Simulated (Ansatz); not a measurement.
Nb₂S₆. Charge 0, multiplicity 3. Geometry PBE-D4/def2-SVP; atoms count from 1.

```xyz
8

Nb    1.1909   -1.3226   -1.8685
Nb   -0.0785    0.0948    0.1316
S    -0.3966    1.6932    2.0190
S    -1.5336    2.0407    0.2573
S    -0.6446   -0.0258   -2.3362
S     2.2224    0.2879   -0.4137
S     0.0640   -2.4151   -0.1934
S    -0.8241   -0.3530    2.4038
```

In the def2 sets Nb takes a core potential; there is no spin–orbit coupling. At PBE0-D4/def2-TZVP a singlet of charge 0 lies 1.09 eV below the triplet, each at its own geometry. The structure comes from a short search, and lower isomers may exist.

Problem. Estimate the Mulliken populations from the PBE0/def2-TZVP orbitals of Ansatz.

Solution. 
```csv
atom,charge (e),spin (α − β),d electrons
Nb1,0.83,1.49,3.49
Nb2,0.88,0.54,3.23
S3,0.03,0.02,–
S4,-0.21,-0.02,–
S5,-0.41,-0.03,–
S6,-0.49,0.04,–
S7,-0.41,-0.03,–
S8,-0.21,-0.02,–
```
Mulliken values and Mayer orders depend strongly on the basis.

Problem. Where does the spin sit?

Solution. Summed by element: Nb 2.03, S -0.03, of 2 unpaired in all. Largest on single atoms: Nb1 1.49, Nb2 0.54, S6 0.04.

Problem. And the Mayer bond orders between bonded heavy atoms (over 0.3)?

Solution. Nb1–Nb2 0.56 (2.76 Å); Nb1–S5 1.40 (2.30 Å); Nb1–S6 1.05 (2.40 Å); Nb1–S7 1.40 (2.30 Å); Nb2–S3 0.54 (2.49 Å); Nb2–S4 0.92 (2.43 Å); Nb2–S5 0.82 (2.53 Å); Nb2–S6 1.13 (2.37 Å); Nb2–S7 0.82 (2.53 Å); Nb2–S8 0.92 (2.43 Å); S3–S4 1.09 (2.13 Å); S3–S8 1.09 (2.13 Å).
